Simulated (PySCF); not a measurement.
BrH₂NSn, SMILES [NH2][Sn][Br] (connectivity only; charge and spin as stated), neutral, multiplicity 1.

Coordinates come from a B3LYP-D3(BJ)/def2-SVP optimisation. The def2 effective core potentials stand for the cores of Sn; spin–orbit coupling is left out. The values are those of a single conformer.

Calculation: IEF-PCM-PBE0/def2-SVP (PySCF).

The values are the electrostatic part of the solvation free energy, E(continuum) − E(gas) at the gas-phase geometry, in a cavity of scaled van der Waals radii (PySCF's table); cavitation and dispersion terms are not included. A continuum can't describe solvent molecules that bind to the metal. In vacuum the orbital gap is 5.15 eV. The dipole moment in vacuum is 3.49 D.

```tsv
solvent	ε	ΔG(elec) (kcal/mol)	dipole (D)	gap (eV)
water	78.36	-5.2	4.82	5.36
chloroform	4.71	-3.7	4.43	5.31
diethylether	4.24	-3.5	4.39	5.30
```
